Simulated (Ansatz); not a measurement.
Ansatz (a first-principles code) input:

Ansatz 0.2 input:
```yaml
crystal:
  periodic: [false, false, false]
  atoms:
    - {symbol: Ti, position_ang: [-0.00000000, -0.00000000, -0.37574729]}
    - {symbol: N, position_ang: [0.00000000, 0.00000000, 1.18092005]}
basis:
  gaussian:
    orbitals: def2-TZVP
hamiltonian:
  xc: b3lyp
  dispersion: d3bj
magnetization: {spin_polarized: true, initial_magnetization: 1}
phonons: {temperatures: {t_min: 298.15, t_max: 298.15, t_step: 100}}
```

### Question
What final total energy does it print?

### Answer
-904.15154 Eh (B3LYP-D3(BJ)/def2-TZVP). The basis has 76 functions.

The spin state was set by rule; other spins were not relaxed.
